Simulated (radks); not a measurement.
Species: Ca IV. Configuration: [Ne] 3s2 3p4 3d1 (not the ground configuration).

All-electron calculation, non-relativistic Kohn-Sham, r2SCAN, spin-unpolarised, spherical densities, point nucleus; meta-GGA in the generalised Kohn-Sham scheme. Program: a radial shooting solver on a logarithmic mesh with Libxc functionals.

Energy parts (eV):
| part | energy |
|---|---|
| total | -18336.839 |
| kinetic | 18320.082 |
| electron-nucleus | -42810.970 |
| Hartree | 7102.086 |
| exchange-correlation | -948.037 |

Orbitals (lengths in bohr, moments of r in powers of bohr; r(90%) holds 90 % of the orbital's charge):
| orbital | occ. | eigenvalue (eV) | <r^4> | r(90%) |
|---|---|---|---|---|
| 1s | 2 | -3986.755 | 0.0001662 | 0.138 |
| 2s | 2 | -455.2900 | 0.04407 | 0.567 |
| 2p | 6 | -377.0518 | 0.03651 | 0.539 |
| 3s | 2 | -81.5988 | 3.340 | 1.68 |
| 3p | 4 | -61.4404 | 4.694 | 1.83 |
| 3d | 1 | -31.3085 | 12.05 | 2.31 |

The highest occupied level is 3d at -31.308 eV. Summed over all electrons, <r^2> = 13.23 bohr^2, which gives a Langevin (diamagnetic) susceptibility term of -10.5 x 10^-6 cm^3/mol. Virial ratio -V/T = 2.00091. The density falls to 0.001 e/bohr^3 at r = 2.94 bohr.
